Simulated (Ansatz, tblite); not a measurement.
Removing and adding an electron: CrNF₃. The state is a singlet with charge 0. Geometry: PBE0-D4/def2-SVP. Ansatz, gas phase; energy differences of separate SCF runs; the oxidised species was run as a doublet alone; the reduced species was run as a doublet alone.

Cartesian coordinates in Å:
```
Cr -0.004 -0.007 -0.012
N 0.414 0.693 1.220
F -1.623 0.406 -0.259
F 0.207 -1.655 0.292
F 1.006 0.562 -1.240
```

The xTB rows come from tblite. HOMO above LUMO, or a gap near zero within one spin, warns that the state may not be the lowest or that an electron is smeared out.

**Question.** Estimate orbital energies and vertical ionisation energies and electron affinities at: GFN1-xTB; GFN2-xTB; PBE-D4/def2-TZVP; PBE-D4/def2-TZVPD; r2SCAN-D4/def2-TZVP; r2SCAN-D4/def2-TZVPD; PBE0-D4/def2-TZVP; PBE0-D4/def2-TZVPD.

**Answer.** 
| level | −HOMO (eV) | vertical IE (eV) | −LUMO (eV) | vertical EA (eV) | HOMO–LUMO gap (eV) | IE − EA (eV) | remarks |
| --- | --- | --- | --- | --- | --- | --- | --- |
| GFN1-xTB | 15.32 | 19.52 | 13.05 | 8.91 | 2.27 | 10.62 | – |
| GFN2-xTB | 12.35 | 16.97 | 11.00 | 7.02 | 1.35 | 9.96 | – |
| PBE-D4/def2-TZVP | 8.91 | 12.65 | 5.52 | – | 3.39 | – | gap within one spin near zero (+1 doublet) |
| PBE-D4/def2-TZVPD | 8.91 | – | 5.52 | 1.83 | 3.39 | – | HOMO above zero (-1 doublet), restricted SCF unstable in HF (singlet) |
| r2SCAN-D4/def2-TZVP | 9.33 | 12.88 | 5.64 | – | 3.70 | – | restricted SCF unstable in HF (singlet) |
| r2SCAN-D4/def2-TZVPD | 9.30 | – | 5.60 | 2.19 | 3.70 | – | HOMO above zero (-1 doublet), restricted SCF unstable in HF (singlet) |
| PBE0-D4/def2-TZVP | 10.76 | 13.26 | 4.61 | – | 6.15 | – | restricted SCF unstable in HF (singlet) |
| PBE0-D4/def2-TZVPD | 10.73 | – | 4.58 | 2.72 | 6.15 | – | restricted SCF unstable in HF (singlet) |

Relaxing the reduced species (PBE0-D4/def2-SVPD) changes its energy by -0.97 eV at PBE0-D4/def2-TZVPD, so the adiabatic electron affinity to this nearest minimum is 3.68 eV. At PBE-D4/def2-TZVPD it is 2.97 eV. The relaxed charge -1 doublet is spin-contaminated (final ⟨S²⟩ up to 0.83, 0.75 for a pure state).     A HOMO above zero means that the electron is unbound at that level or that self-interaction error raises the level; the energy of removing that electron tells which. Raw xTB energy differences between charge states are shifted by several eV; the methods need an empirical correction for them.
